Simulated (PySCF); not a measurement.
# BeTe: from constants to spectrum

PBE0 constants of BeTe, ³Π (triplet), unpaired electrons σ ↑, π ↑, a second solution, started from another occupation (Be aug-cc-pVDZ, Te aug-cc-pVDZ-PP with ECP28; scalar-relativistic core potentials (PySCF 2.14); masses 9.0122 and 129.9062 u):

```
ωe              : 549.7 cm⁻¹
ωexe            : 3.26 cm⁻¹
Be              : 0.38694 cm⁻¹
αe              : 0.00319 cm⁻¹
D (centrifugal) : 7.67e-07 cm⁻¹
```

Q: Give the vibrational terms G(v) and spacings up to v = 6.

A: G(v) = ωe(v+½) − ωexe(v+½)².

```
v  G(v) (cm⁻¹)  G(v) − G(v−1)  Bv (cm⁻¹)
0          274                    0.3853
1          817            543     0.3822
2         1354            537     0.3790
3         1884            530     0.3758
4         2408            524     0.3726
5         2925            517     0.3694
6         3435            511     0.3662
```

Spin–orbit coupling is left out, which matters for elements this heavy, above all for dissociation energies.
